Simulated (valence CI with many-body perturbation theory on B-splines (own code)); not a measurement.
**Pb60+: fill in the table**

Computed by valence CI with perturbative core correlation (CI+MBPT): four valence electrons over a frozen Dirac-Fock core [Ar], a basis of 7 s, 7 p, 8 d, 6 f, 4 g, 1 h functions for each j, with the one-electron correlation potential Σ1 (screened to all orders), the two-electron term Σ2, the three-electron term Σ3, Breit, model QED; selected single and double excitations, second order for the rest, scaled by the run's own slope (own B-spline code, finite nucleus).

The last digits are not significant, and no measured levels were compared; by estimate large intervals hold to a few tenths of a per cent, small ones and those within an open d or f shell to about a per cent. Excitations out of the core, of the other parity, are not computed and may begin above about 277 eV (a cautious bound); beyond it only levels of the ground parity were kept, without lifetimes. Only levels of the ground parity were solved; by the run's estimate the other parity begins above the list, which can be wrong where configurations are misplaced.

| Level | E (cm⁻¹) |
| --- | --- |
| (3d3/2^4) J=0 | 0 |
| (3d3/2^3 3d5/2) J=1 | 875090 |
| (3d3/2^3 3d5/2) J=4 | 980120 |
| (3d3/2^3 3d5/2) J=2 | ? |
| (3d3/2^3 3d5/2) J=3 | 1047900 |
| (3d3/2^2 3d5/2^2) J=2 [a] | ? |
| (3d3/2^2 3d5/2^2) J=0 [a] | 1829400 |
| (3d3/2^2 3d5/2^2) J=4 [a] | ? |
| (3d3/2^2 3d5/2^2) J=3 [a] | 1873400 |
| (3d3/2^2 3d5/2^2) J=5 | 1900500 |
| (3d3/2^2 3d5/2^2) J=6 | 1924000 |
| (3d3/2^2 3d5/2^2) J=1 | 1958700 |
| (3d3/2^2 3d5/2^2) J=3 [b] | ? |
| (3d3/2^2 3d5/2^2) J=4 [b] | 1984000 |
| (3d3/2^2 3d5/2^2) J=2 [b] | 2004600 |
| (3d3/2^2 3d5/2^2) J=2 [c] | 2123000 |
| (3d3/2^2 3d5/2^2) J=4 [c] | ? |
| (3d3/2^2 3d5/2^2) J=2 [d] | 2297100 |
| (3d3/2^2 3d5/2^2) J=0 [b] | ? |
| (3d3/2 3d5/2^3) J=4 [a] | 2807100 |

Levels are named by their leading jj configuration (3d3/2^4 stands for four electrons in 3d with j = 3/2), which in mixed levels can hold well under half, so a name can repeat and another be missing. Letters in brackets count levels of one name in rising energy.

Task: The levels stand in rising order. What does the calculation give for the missing energies?

Result: (3d3/2^3 3d5/2) J=2 1019300; (3d3/2^2 3d5/2^2) J=2 [a] 1827300; (3d3/2^2 3d5/2^2) J=4 [a] 1852600; (3d3/2^2 3d5/2^2) J=3 [b] 1978000; (3d3/2^2 3d5/2^2) J=4 [c] 2171700; (3d3/2^2 3d5/2^2) J=0 [b] 2459600.
